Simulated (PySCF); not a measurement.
**Spin–spin coupling constants**

Bonds (- single, = double, # triple, : aromatic): N1#C2 1.159 Å, C2-C3 1.451 Å, C3-C4 1.515 Å, C4=C5 1.339 Å, C5-C6 1.502 Å, C6-Ge7 1.965 Å, Ge7-C3 2.003 Å. C3 carries H8; C4 carries H9; C5 carries H10; C6 carries H11, H12; Ge7 carries H13, H14. Stereochemistry as in N#C[C@H]1C=C[CH2][GeH2]1. H12, H13 are cis to C2 on the ring; H11, H14 are trans to C2 on the ring.

Method: B3LYP/pcJ-1 (pcSseg-1 on Ge) (spin–dipole term only in couplings to heteroatoms)//PBE0-D3(BJ)/def2-SVP, PySCF 2.14; isolated molecule, single conformer, non-relativistic. Couplings are averaged over pairs made equivalent by symmetry, fast rotation or ring inversion, so a value needn't be that of the named pair in this geometry, while other rotamers aren't included; one pair stands for each set, and the list holds a selection of those of at least 0.8 Hz over up to four bonds.

Isotopes: 13C, 1H, 15N.

```tsv
pair	bonds	J (Hz)
N1, C2	1	-17.9
C2, C3	1	67.8
C3, C4	1	?
C3, H8	1	147.1
C4, C5	1	?
C4, H9	1	?
C5, C6	1	?
C5, H10	1	168.9
C6, H11	1	142.0
C6, H12	1	140.7
C2, H8	2	-12.5
C5, H9	2	4.9
C5, H11	2	-6.5
H11, H12	2	-20.1
H13, H14	2	22.0
N1, H8	3	-1.7
C3, H12	3	?
C4, H13	3	2.4
C5, H14	3	0.9
H10, H12	3	4.0
H11, H14	3	?
H12, H14	3	4.2
C2, H10	4	-2.0
C2, H11	4	?
H8, H10	4	?
H10, H13	4	1.0
```

Question: Estimate the withheld couplings, with signs.

Answer: 
- 1J(C3,C4) = 42.0 Hz (bond length 1.515 Å)
- 1J(C4,C5) = 78.5 Hz (bond length 1.339 Å)
- 1J(C4,H9) = 176.7 Hz (bond length 1.095 Å, sp2 carbon)
- 1J(C5,C6) = 41.3 Hz (bond length 1.502 Å)
- 3J(C3,H12) = -1.4 Hz (dihedral angle 113°)
- 3J(H11,H14) = 3.3 Hz (dihedral angle 14°)
- 4J(C2,H11) = 2.9 Hz
- 4J(H8,H10) = -3.0 Hz

Relativistic effects of the heavier atoms present are left out.
